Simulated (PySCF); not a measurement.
C2H6BO, CH6AlBN, CH6BClSi, CH7BOSi (calculated)

Calculation on a computer-drawn molecule: the log of a Hartree-Fock and frozen-core CCSD(T) single point meant for a local Hartree-Fock minimum, with one planted fault or none, to be diagnosed. Offsets are logged minus clean, where the clean run is the same molecule without the fault. The reference is restricted for singlets and unrestricted otherwise, and also for a bond in bohr or an excited solution. Adding or removing an electron swaps singlet and doublet. The excited solution moves the top pair (singlet) or top alpha electron (doublet) to the lowest empty orbital. Highest occupied and lowest empty are orbital energies over both spins, largest force is the largest gradient component, triples share is (T) over the correlation energy, the T1 limit is 0.02 restricted and 0.045 unrestricted, electrons count all cores, a negative frequency is imaginary (commonest isotopes), and the dipole is about the centre of nuclear charge. Program: PySCF 2.14.0.

Common to all runs: meant charge 0; logged SCF converged yes; logged CC converged yes; logged SCF stable within its kind yes; possible faults no fault, one electron removed, one electron added, multiplicity raised by two, geometry at a saddle point, SCF held on an excited solution, minimal basis STO-3G, one bond length entered in bohr, all coordinates scaled.

(1) 
```xyz
10
formula=C2H6BO meant_multiplicity=2 meant_basis=cc-pVDZ logged_electrons=31 logged_basis_functions=86 logged_spin_squared=0.7683 logged_highest_occupied=-8.3943 logged_lowest_empty=2.3284 logged_largest_force=4.005e-05 logged_lowest_frequency=146.36 logged_T1_diagnostic=0.019602 logged_D1_diagnostic=0.088188 logged_triples_share=0.02747 logged_dipole_magnitude=2.1651 logged_energy_HF=-178.71583 logged_energy_CCSD(T)=-179.3167 planted_fault=no_fault HF_energy_offset_from_clean_run=0 CCSD(T)_energy_offset_from_clean_run=0
B     -0.0191    -3.0988     0.1850
C      0.5962    -1.6867    -0.1522
C      1.8353    -2.3963    -0.5724
O      2.8849    -2.3643     0.2746
H      0.1599    -3.5879     1.2658
H     -0.5995    -3.7188    -0.6658
H      0.1364    -1.1457    -0.9776
H      0.8013    -1.0342     0.6934
H      2.0168    -2.6933    -1.5980
H      3.5463    -2.9834     0.0029
```

Units: logged_highest_occupied, logged_lowest_empty in eV; logged_largest_force in hartree/bohr; logged_lowest_frequency in cm⁻¹; logged_dipole_magnitude in debye; logged_energy_HF, logged_energy_CCSD(T) in hartree; HF_energy_offset_from_clean_run, CCSD(T)_energy_offset_from_clean_run in kcal/mol.

Drawn bonds:
```csv
atom,other atom,order
1,2,1
2,3,1
3,4,1
1,5,1
1,6,1
2,7,1
2,8,1
3,9,1
4,10,1
```

(2) 
```xyz
10
formula=CH6AlBN meant_multiplicity=2 meant_basis=cc-pV(D+d)Z logged_electrons=38 logged_basis_functions=95 logged_spin_squared=0 logged_highest_occupied=0.0034722 logged_lowest_empty=5.6089 logged_largest_force=0.056903 logged_T1_diagnostic=0.01806 logged_D1_diagnostic=0.062239 logged_triples_share=0.029024 logged_dipole_magnitude=9.8419 logged_energy_HF=-362.35719 logged_energy_CCSD(T)=-362.89493 planted_fault=one_electron_added HF_energy_offset_from_clean_run=17.63 CCSD(T)_energy_offset_from_clean_run=-2.492
B      0.3283    -1.2777     1.4262
C      0.9791    -0.6431     0.1434
N      0.5852    -1.1866    -1.1533
Al     1.5916    -1.6336    -2.5426
H     -0.5487    -2.0976     1.3612
H      0.6944    -0.9019     2.5082
H      0.7739     0.4410     0.2114
H      2.0692    -0.7031     0.2521
H     -0.4101    -1.3076    -1.2096
H      3.1656    -1.4506    -2.3693
```

Units: logged_highest_occupied, logged_lowest_empty in eV; logged_largest_force in hartree/bohr; logged_dipole_magnitude in debye; logged_energy_HF, logged_energy_CCSD(T) in hartree; HF_energy_offset_from_clean_run, CCSD(T)_energy_offset_from_clean_run in kcal/mol.

Drawn bonds:
```csv
atom,other atom,order
1,2,1
2,3,1
3,4,1
1,5,1
1,6,1
2,7,1
2,8,1
3,9,1
4,10,1
```

Notes: highest electron not bound in this basis.

(3) 
```xyz
10
formula=CH6BClSi meant_multiplicity=1 meant_basis=cc-pV(D+d)Z logged_electrons=48 logged_basis_functions=34 logged_spin_squared=0 logged_highest_occupied=-9.9214 logged_lowest_empty=6.1804 logged_largest_force=0.033387 logged_T1_diagnostic=0.00599 logged_D1_diagnostic=0.022089 logged_triples_share=0.010076 logged_dipole_magnitude=2.5185 logged_energy_HF=-805.51415 logged_energy_CCSD(T)=-805.68831 planted_fault=minimal_basis_STO-3G HF_energy_offset_from_clean_run=5661 CCSD(T)_energy_offset_from_clean_run=5888
B     -2.4366     1.3448    -0.1482
C     -1.2787     0.3924    -0.6013
Si    -0.3055     1.0718    -2.0564
Cl     1.1922    -0.2796    -2.5560
H     -2.2402     2.2057     0.6661
H     -3.5306     1.2569    -0.6362
H     -1.6530    -0.5809    -0.9356
H     -0.5390     0.2382     0.1914
H     -1.1505     1.2386    -3.2522
H      0.3575     2.3459    -1.7267
```

Units: logged_highest_occupied, logged_lowest_empty in eV; logged_largest_force in hartree/bohr; logged_dipole_magnitude in debye; logged_energy_HF, logged_energy_CCSD(T) in hartree; HF_energy_offset_from_clean_run, CCSD(T)_energy_offset_from_clean_run in kcal/mol.

Drawn bonds:
```csv
atom,other atom,order
1,2,1
2,3,1
3,4,1
1,5,1
1,6,1
2,7,1
2,8,1
3,9,1
3,10,1
```

(4) 
```xyz
10
formula=CH6BClSi meant_multiplicity=1 meant_basis=cc-pV(D+d)Z logged_electrons=48 logged_basis_functions=104 logged_spin_squared=0 logged_highest_occupied=-11.871 logged_lowest_empty=1.8689 logged_largest_force=1.25e-05 logged_lowest_frequency=66.327 logged_T1_diagnostic=0.0098865 logged_D1_diagnostic=0.030532 logged_triples_share=0.025341 logged_dipole_magnitude=1.523 logged_energy_HF=-814.53555 logged_energy_CCSD(T)=-815.07177 planted_fault=no_fault HF_energy_offset_from_clean_run=0 CCSD(T)_energy_offset_from_clean_run=0
B     -2.4366     1.3448    -0.1482
C     -1.2787     0.3924    -0.6013
Si    -0.3055     1.0718    -2.0564
Cl     1.1922    -0.2796    -2.5560
H     -2.2402     2.2057     0.6661
H     -3.5306     1.2569    -0.6362
H     -1.6530    -0.5809    -0.9356
H     -0.5390     0.2382     0.1914
H     -1.1505     1.2386    -3.2522
H      0.3575     2.3459    -1.7267
```

Units: logged_highest_occupied, logged_lowest_empty in eV; logged_largest_force in hartree/bohr; logged_lowest_frequency in cm⁻¹; logged_dipole_magnitude in debye; logged_energy_HF, logged_energy_CCSD(T) in hartree; HF_energy_offset_from_clean_run, CCSD(T)_energy_offset_from_clean_run in kcal/mol.

Drawn bonds:
```csv
atom,other atom,order
1,2,1
2,3,1
3,4,1
1,5,1
1,6,1
2,7,1
2,8,1
3,9,1
3,10,1
```

(5) 
```xyz
10
formula=CH6BClSi meant_multiplicity=1 meant_basis=cc-pV(D+d)Z logged_electrons=49 logged_basis_functions=104 logged_spin_squared=0.762 logged_highest_occupied=0.10705 logged_lowest_empty=8.3795 logged_largest_force=0.034933 logged_T1_diagnostic=0.01289 logged_D1_diagnostic=0.065389 logged_triples_share=0.026525 logged_dipole_magnitude=8.5141 logged_energy_HF=-814.49715 logged_energy_CCSD(T)=-815.05463 planted_fault=one_electron_added HF_energy_offset_from_clean_run=24.1 CCSD(T)_energy_offset_from_clean_run=10.76
B     -2.4366     1.3448    -0.1482
C     -1.2787     0.3924    -0.6013
Si    -0.3055     1.0718    -2.0564
Cl     1.1922    -0.2796    -2.5560
H     -2.2402     2.2057     0.6661
H     -3.5306     1.2569    -0.6362
H     -1.6530    -0.5809    -0.9356
H     -0.5390     0.2382     0.1914
H     -1.1505     1.2386    -3.2522
H      0.3575     2.3459    -1.7267
```

Units: logged_highest_occupied, logged_lowest_empty in eV; logged_largest_force in hartree/bohr; logged_dipole_magnitude in debye; logged_energy_HF, logged_energy_CCSD(T) in hartree; HF_energy_offset_from_clean_run, CCSD(T)_energy_offset_from_clean_run in kcal/mol.

Drawn bonds:
```csv
atom,other atom,order
1,2,1
2,3,1
3,4,1
1,5,1
1,6,1
2,7,1
2,8,1
3,9,1
3,10,1
```

Notes: highest electron not bound in this basis.

(6) 
```xyz
11
formula=CH7BOSi meant_multiplicity=1 meant_basis=cc-pV(D+d)Z logged_electrons=41 logged_basis_functions=100 logged_spin_squared=0.7613 logged_highest_occupied=0.57092 logged_lowest_empty=8.2095 logged_largest_force=0.03666 logged_T1_diagnostic=0.012824 logged_D1_diagnostic=0.054974 logged_triples_share=0.024778 logged_dipole_magnitude=9.8489 logged_energy_HF=-430.41346 logged_energy_CCSD(T)=-431.0161
B      0.8022     1.6182    -1.0798
C      0.6108     0.1902    -0.4784
Si     1.3417    -0.0080     1.2379
O      1.0399    -1.5683     1.6904
H     -0.0082     2.4845    -0.8842
H      1.7821     1.8928    -1.7201
H     -0.4464    -0.0713    -0.3589
H      1.1034    -0.5827    -1.0786
H      0.7208     0.9352     2.1984
H      2.8010     0.2531     1.2339
H      1.3357    -1.8617     2.5389
```

Units: logged_highest_occupied, logged_lowest_empty in eV; logged_largest_force in hartree/bohr; logged_dipole_magnitude in debye; logged_energy_HF, logged_energy_CCSD(T) in hartree.

Drawn bonds:
```csv
atom,other atom,order
1,2,1
2,3,1
3,4,1
1,5,1
1,6,1
2,7,1
2,8,1
3,9,1
3,10,1
4,11,1
```

Notes: highest electron not bound in this basis.

## Withheld values
1. Give the missing planted fault for CH7BOSi (entry 6).

Answers
1. one electron added

Further results for CH7BOSi (entry 6):

```
HF energy offset from clean run      : 34.8 kcal/mol
CCSD(T) energy offset from clean run : 21.45 kcal/mol
```
